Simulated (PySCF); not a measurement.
Computed shifts of a molecule C2H10OSi2, HF/pcSseg-1 (PySCF), GIAO, gas phase, equivalent atoms averaged, in ppm (number of nuclei): ¹³C: 59.9 (1), 54.5 (1). ²⁹Si: -57.7 (1), -92.3 (1). ¹H: 4.02 (1), 3.79 (1), 3.58 (3), 3.48 (3), 3.34 (1), 2.90 (1). References: ¹³C against TMS (σ = 192.6 ppm); ¹⁷O against H2O (σ = 333.0 ppm); ²⁹Si against TMS (σ = 393.8 ppm); ¹H against TMS (σ = 31.99 ppm), references at their B3LYP-D3(BJ)/def2-TZVP geometries, non-relativistic. Geometry optimised at B3LYP-D3(BJ)/def2-SVP. The values are those of a single conformer.

**Question.** Which structure fits?
A) COC[SiH2][SiH3]
B) C[Si@@H]([SiH3])CO
C) CO[SiH2]C[SiH3]
D) OC[SiH2]C[SiH3]

**Answer.** A, COC[SiH2][SiH3]
